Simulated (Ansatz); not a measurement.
Gas-phase reaction R1 → P1 + P2, each structure at its B3LYP-D3(BJ)/def2-TZVP stationary point, reached from a drawn start (curvature not checked).
R1: BF2 (SMILES F[B]F), charge 0, multiplicity 2.
P1, BF (SMILES [B]F) (charge 0, multiplicity 1):
```json
[
 {"atom": "B", "x (Å)": "-0.6324", "y (Å)": "0.0000", "z (Å)": "0.0000"},
 {"atom": "F", "x (Å)": "0.6324", "y (Å)": "0.0000", "z (Å)": "0.0000"}
]
```
P2: F atom, charge 0, multiplicity 2.

P less R. No zero-point or thermal terms; singlets are restricted closed shells; open shells are unrestricted; no spin–orbit coupling.

Correlated levels freeze the cores.

Run with Ansatz (Gaussian basis) for Hartree–Fock, density functionals and correlated methods. All values are computed, each at the level named.

```
level              reaction energy (kcal/mol)
-----------------  --------------------------
HF/cc-pVQZ                              91.79
r2SCAN/def2-TZVPP                      123.51
B3LYP/def2-TZVPP                       115.87
MP2/cc-pVDZ                            112.23
MP2/cc-pVTZ                            121.76
SCS-MP2/cc-pVQZ                        116.34
CCSD/cc-pVDZ                            99.34
CCSD/cc-pVQZ                           110.16
CCSD(T)/cc-pVTZ                             …
```

Question: Complete the blanks.

Answer: 
- CCSD(T)/cc-pVTZ, reaction energy (kcal/mol): 110.01

Ansatz is a first-principles code.
